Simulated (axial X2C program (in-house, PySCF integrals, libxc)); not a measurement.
Potential curves of SiBr, without spin–orbit coupling

Computed with an in-house relativistic program for diatomic molecules. Spin-free means the one-electron spin-free X2C Hamiltonian. Basis: Br dyall-cv3z [8s9p6d4f1g], Si dyall-v3z [8s7p2d1f] (cores contracted in-house); Gaussian nuclei, density fitting, unrestricted open shells. Masses: Br 78.918 u, Si 27.977 u.

State: M_S = 1/2, Λ = 1 (beyond evenly filled blocks: π+α). Energies in kJ/mol from the fragments at the same level (Br + Si). Fits are polynomials in 1 − R0/R over 0.85 to 1.23 times the lowest point R0.

```
 R (Å)  CCSD(T)
2.0357  -311.51
2.1028  -333.50
2.1699  -345.11
2.2370  -348.82
2.3153  -345.70
2.3936  -336.73
2.4943  -319.37
```

Correlated methods: 11 electrons correlated (number of frozen shells: Br 3 s, 2 p, 1 d; Si 2 s, 1 p), 183 virtual spin orbitals or spinors in MP2, 90 natural virtuals in coupled cluster.

The state is one determinant whose occupation by symmetry is held fixed; it was picked as the lowest of a PBE0 search that is not exhaustive. De is counted from the lowest determinant-based energies of the atoms at the same level, without counterpoise correction. CCSD and (T) use frozen natural virtuals with an MP2 correction for the truncation; (T) itself is uncorrected, so its De runs slightly low. Spin-free De lacks the spin–orbit lowering of the heavy p-block atom, a tenth of an eV or more for 4p and 5p, up to an eV for 6p and one to two eV for 7p atoms, less what an open-shell molecule gains itself. Coupled cluster ran on the points near the minimum only. MP2 and coupled cluster on one determinant become unreliable at the stretched end.

Q: Fit the CCSD(T) curve near its minimum: give the equilibrium distance, the harmonic wavenumber and the well depth.

A: At CCSD(T), spin-free: Re = 2.242 Å, ωe ≈ 420 cm⁻¹, De = 3.62 eV to Br + Si; Be follows as 0.162 cm⁻¹.
